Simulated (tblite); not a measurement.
Species: C₄H₅BrCl (doublet state).
Bonds: C1–C2 (double), C2–Br3, C2–C4, C4–C5, C4–Cl6. Hydrogens: H7, H8 on C1; H9, H10, H11 on C5.
Bond orders are those of one Lewis drawing.

Computed with GFN2-xTB (tblite), gas phase: L-BFGS steps from a force-field or distance-geometry start until the largest atomic force falls under 0.01 eV/Å.

Step 10: E = -535.3072 eV
```
atom  x, y, z in Å  |  force x, y, z in eV/Å
C1      2.0460    0.1031    0.0615    0.060  -0.104   0.030
C2      0.7968   -0.3689   -0.1295    0.000   0.142  -0.074
Br3     0.4593   -2.2438    0.1415    0.049  -0.142   0.151
C4     -0.3303    0.3526   -0.5172   -0.207   0.228  -0.114
C5     -1.7228    0.0084   -0.1375   -0.092   0.040   0.016
Cl6    -0.0816    1.7794   -1.4574   -0.064  -0.131   0.232
H7      2.8499   -0.5539    0.3142    0.190  -0.110   0.033
H8      2.2482    1.1575    0.0512   -0.031   0.035  -0.127
H9     -2.3344    0.9081   -0.1800   -0.049  -0.068   0.020
H10    -1.7376   -0.3956    0.8790   -0.018   0.054  -0.101
H11    -2.1882   -0.7444   -0.7831    0.161   0.056  -0.066
```

Step 11: E = -535.3162 eV
```
atom  x, y, z in Å  |  force x, y, z in eV/Å
C1      2.0458    0.0997    0.0611    0.093  -0.083  -0.034
C2      0.7936   -0.3639   -0.1283   -0.013   0.031  -0.052
Br3     0.4445   -2.2368    0.1782    0.071  -0.072   0.109
C4     -0.3300    0.3566   -0.5244   -0.175   0.183  -0.018
C5     -1.7196    0.0022   -0.1456   -0.147   0.067   0.021
Cl6    -0.0758    1.8029   -1.4316   -0.085  -0.156   0.213
H7      2.8570   -0.5537    0.2951    0.169  -0.165   0.079
H8      2.2540    1.1509    0.0400   -0.027   0.118  -0.129
H9     -2.3376    0.8943   -0.1812   -0.093   0.042  -0.017
H10    -1.7409   -0.4010    0.8698    0.035   0.019  -0.067
H11    -2.1856   -0.7487   -0.7906    0.172   0.016  -0.106
```

Step 12: E = -535.3238 eV
```
atom  x, y, z in Å  |  force x, y, z in eV/Å
C1      2.0475    0.0956    0.0602    0.087  -0.039  -0.094
C2      0.7904   -0.3586   -0.1284    0.003  -0.072  -0.009
Br3     0.4338   -2.2324    0.2106    0.084   0.023   0.061
C4     -0.3323    0.3621   -0.5299   -0.069   0.053   0.117
C5     -1.7195   -0.0015   -0.1523   -0.143   0.079   0.009
Cl6    -0.0728    1.8198   -1.4066   -0.092  -0.092   0.145
H7      2.8658   -0.5564    0.2810    0.078  -0.151   0.093
H8      2.2582    1.1467    0.0282   -0.018   0.106  -0.123
H9     -2.3426    0.8838   -0.1825   -0.144   0.132  -0.046
H10    -1.7432   -0.4050    0.8611    0.060  -0.017  -0.017
H11    -2.1800   -0.7516   -0.7989    0.154  -0.020  -0.135
```

Step 13: E = -535.3306 eV
```
atom  x, y, z in Å  |  force x, y, z in eV/Å
C1      2.0507    0.0915    0.0577    0.059   0.004  -0.134
C2      0.7882   -0.3549   -0.1289    0.029  -0.128   0.037
Br3     0.4275   -2.2290    0.2370    0.088   0.095   0.021
C4     -0.3356    0.3671   -0.5315    0.049  -0.082   0.231
C5     -1.7222   -0.0026   -0.1573   -0.097   0.072  -0.008
Cl6    -0.0725    1.8308   -1.3842   -0.085   0.009   0.066
H7      2.8741   -0.5613    0.2720   -0.040  -0.088   0.082
H8      2.2608    1.1449    0.0163   -0.006   0.028  -0.113
H9     -2.3495    0.8783   -0.1843   -0.166   0.160  -0.063
H10    -1.7438   -0.4082    0.8539    0.047  -0.039   0.019
H11    -2.1723   -0.7542   -0.8081    0.122  -0.031  -0.138
```

**Question.** Estimate the geometry and energy of step 14. (The exact step hangs on the optimiser's Hessian estimate; all steps are aligned on step 13, rigid shifts and turns removed.)

**Answer.** E = -535.3382 eV, largest force 0.376 eV/Å
```
atom  x, y, z in Å  |  force x, y, z in eV/Å
C1      2.0554    0.0871    0.0520    0.018   0.035  -0.158
C2      0.7868   -0.3530   -0.1287    0.052  -0.137   0.084
Br3     0.4223   -2.2235    0.2665    0.088   0.135  -0.015
C4     -0.3388    0.3715   -0.5287    0.147  -0.169   0.302
C5     -1.7273   -0.0024   -0.1628   -0.024   0.047  -0.018
Cl6    -0.0739    1.8426   -1.3577   -0.068   0.095   0.000
H7      2.8822   -0.5686    0.2638   -0.163   0.001   0.059
H8      2.2635    1.1435    0.0008    0.011  -0.074  -0.104
H9     -2.3602    0.8754   -0.1878   -0.143   0.123  -0.075
H10    -1.7435   -0.4125    0.8460   -0.001  -0.047   0.035
H11    -2.1611   -0.7575   -0.8209    0.083  -0.009  -0.111
```

The energy changes by -0.0077 eV. The first-order estimate −F·Δx gives -0.0102 eV and the mean of the old and new forces, exact on a quadratic surface, -0.0077 eV. The step makes an angle of 69° with the force vector and moves no atom by more than 0.030 Å.

The cost below is that of the whole relaxation. Hardware: Arm Neoverse V2, one thread, shared host with 96 logical CPUs at a one-minute load of 57. Cost: 0.34 s of wall time.
